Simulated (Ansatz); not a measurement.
Cartesian coordinates (Å):
SMILES: CB(F)F
```xyz
7

C     -0.6961    -0.0602    -0.0427
B      0.8517     0.0731     0.0154
F      1.6340    -0.9616     0.2762
F      1.4676     1.2296    -0.1660
H     -1.0056    -1.0379    -0.4149
H     -1.1564     0.7255    -0.6421
H     -1.0954     0.0314     0.9740
```
Charge 0, multiplicity 1.

The numbers are results of frozen-core CCSD(T)/cc-pVTZ // PBE0-D3(BJ)/def2-TZVP (Ansatz, an electronic-structure program), not measurements.

- HF energy: -263.42280 Ha
- MP2 correlation energy: -0.77324 Ha

### Question
Estimate the CCSD correlation energy, the (T) correction, the total energy and the T1 diagnostic.

### Answer

```yaml
CCSD correlation energy: -0.79067 Ha
"(T) correction": -0.02484 Ha
CCSD(T) total energy: -264.23832 Ha
T1 diagnostic: 0.012
```
